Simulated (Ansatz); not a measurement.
BMe2(dmap) (C7H18BNO) was relaxed with PBE-D4 (def2-SVP) in Ansatz in these states: charge +1 doublet, neutral singlet. The geometries follow in no particular order.

A:

Cartesian coordinates in Å:
```
B -0.984 0.251 0.224
C -0.721 1.516 1.212
H 0.285 1.578 1.681
H -1.438 1.415 2.055
H -0.932 2.504 0.747
C -2.381 0.351 -0.576
H -2.637 -0.561 -1.154
H -2.435 1.224 -1.263
H -3.202 0.495 0.159
O -0.779 -1.074 0.828
C 0.573 -1.446 0.913
C 1.098 -1.471 2.349
C 1.373 -0.463 0.013
N 0.368 0.157 -0.897
C 0.817 1.454 -1.436
C 0.037 -0.769 -2.005
H 0.681 -2.480 0.497
H 0.490 -2.169 2.956
H 2.156 -1.807 2.390
H 1.027 -0.465 2.810
H 1.820 0.348 0.618
H 2.184 -0.952 -0.566
H 1.694 1.326 -2.104
H 1.081 2.129 -0.604
H -0.013 1.909 -2.010
H -0.389 -1.695 -1.581
H -0.720 -0.301 -2.659
H 0.946 -1.002 -2.599
```

B:

```xyz
28

B    -0.401   -0.227    0.865
C     0.440    0.647    2.081
H     1.409    0.985    1.666
H     0.608   -0.045    2.923
H    -0.207    1.490    2.386
C    -1.843   -0.571    1.553
H    -2.395   -1.272    0.895
H    -2.430    0.354    1.711
H    -1.694   -1.061    2.531
O     0.404   -1.351    0.548
C     1.067   -1.269   -0.717
C     2.518   -1.709   -0.607
C     0.853    0.180   -1.182
N    -0.452    0.605   -0.567
C    -0.552    2.088   -0.439
C    -1.598    0.115   -1.402
H     0.529   -1.983   -1.387
H     2.578   -2.748   -0.231
H     2.998   -1.676   -1.605
H     3.082   -1.049    0.081
H     1.651    0.832   -0.774
H     0.831    0.299   -2.282
H    -0.576    2.549   -1.445
H     0.314    2.479    0.122
H    -1.484    2.343    0.099
H    -1.565   -0.985   -1.488
H    -2.549    0.411   -0.926
H    -1.535    0.568   -2.410
```

Q: Judge from the bond lengths which geometry belongs to which state (an estimate).

A: A is the neutral singlet (B1–N14 1.759 Å, B1–C2 1.627 Å, B1–O10 1.470 Å); B is the charge +1 doublet (B1–N14 1.656 Å, B1–C2 1.717 Å, B1–O10 1.418 Å).
